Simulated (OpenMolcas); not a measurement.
## Cu5+, Ag5+, Au5+: d⁶ down the group

```json
{"Program": "OpenMolcas", "Method": "MS-CASPT2, IPEA 0.25 Eh, imaginary shift 0.1 Eh", "Basis": "ANO-RCC-VTZP", "Scalar Hamiltonian": "DKH2, point nucleus", "Spin-orbit coupling": "state interaction with AMFI integrals over the reference wave functions, term energies averaged over their components"}
```

Active space for each ion: 6 electrons in 5 orbitals (d); closed shells correlated by CASPT2: Cu5+ 3s 3p; Ag5+ 4s 4p; Au5+ 5s 5p.

Computed levels in cm-1 above ⁵D₄:

```tsv
Level	Cu5+	Ag5+	Au5+
⁵D₃	1148	2570	9950
⁵D₁	2400	4790	13840
⁵D₀	2640	5220	13520
³H₆	31350	22860	25590
³H₅	31830	23150	40980
³P₁(1)	33060	28830	49960
³P₀(1)	34290	29640	74070
³F₂(1)	34370	26500	30600
³G₅	38280	29160	24960
weight of ⁵D in the lowest level (%)	100	97	75
```

Mixed levels, with the weight of the term that names them: Ag5+ ³H₅ (73 %), Ag5+ ³G₅ (73 %), Au5+ ⁵D₄ (75 %), Au5+ ⁵D₀ (68 %), Au5+ ³H₅ (53 %), Au5+ ³P₁(1) (63 %), Au5+ ³P₀(1) (51 %), Au5+ ³F₂(1) (58 %), Au5+ ³G₅ (53 %).

Measured, with the error of the calculation in %. Measured levels: Cu5+ from Sugar and Musgrove, J. Phys. Chem. Ref. Data 19, 527 (1990); Ag5+ from the list in Gamrath, thesis, University of Mons (2023).

```csv
Level,Cu5+,Ag5+
⁵D₃,1196 (-4.0),2692 (-4.7)
⁵D₁,2490 (-3.5),4941 (-3.1)
⁵D₀,2733 (-3.4),5380 (-3.0)
³H₆,30418 (+3.1),21512 (+6.2)
³H₅,31009 (+2.7),21812 (+6.1)
³P₁(1),32685 (+1.2),28232 (+2.1)
³P₀(1),33868 (+1.3),
³F₂(1),33740 (+1.9),25306 (+4.7)
³G₅,37378 (+2.4),27958 (+4.3)
```

The fine-structure level ⁵D₀ changes by a factor of 5.12 from Cu5+ to Au5+.

Without spin-orbit coupling ³H lies 30780, 21570, 19330 cm-1 above ⁵D in that order; the difference to the level ³H₆, of either sign, comes from spin-orbit coupling, which also lowers the zero.

CASPT2 does not keep the components of a term degenerate, so their means are used; among the terms shown or strongly mixed into the levels shown the widest spread is 1600 cm-1 (5d⁶ ¹I, Au5+). Terms from blocks run as CI alone lack orbitals of their own. The CASPT2 spread within a term exceeds the gap to the next term for 5d⁶ ³D and 5d⁶ ¹I, so the order of their levels is uncertain (holds for Au5+). Measured partners are found by configuration, term and J. A level has none where our copy of the source lacks it or the pairing is in doubt (some pairs that miss far off the trend of their configuration count as doubtful), and it then counts in no deviation. Only configurations of the active space appear.

A number in round brackets counts repeated terms of one configuration in the order of the reference energies.
